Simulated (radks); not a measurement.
Spin polarisation of the 4d5 shell in Tc. Start: [Kr] 4d(up 2.5, down 2.5) 5s2; electrons of 4d are moved from spin down to spin up, other shells keep equal spins. Method: non-relativistic Kohn-Sham, TPSS, spin-polarised, spherical densities, point nucleus; meta-GGA in the generalised Kohn-Sham scheme; computed with a radial shooting solver on a logarithmic mesh with Libxc functionals.

moment (Bohr magnetons)	E - E(0) (eV)	e(4d up) (eV)	e(4d down) (eV)	5s down minus up (eV)	4p down minus up (eV)	4s down minus up (eV)
0	0.000	-7.171	-7.171	0.000	0.000	0.000
1	-0.176	-7.505	-6.799	0.244	0.725	0.671
2	-0.706	-7.802	-6.388	0.490	1.451	1.344
3	-1.591	-8.064	-5.934	0.740	2.181	2.019
4	-2.837	-8.290	-5.432	0.993	2.916	2.699
5	-4.451	-8.475	-4.877	1.235	3.657	3.384

At moment 5 the spin-polarisation energy is -4.451 eV and the 4d exchange splitting 3.598 eV, that is 0.720 eV per Bohr magneton; E = -I m^2/4 would give I = 0.712 eV.
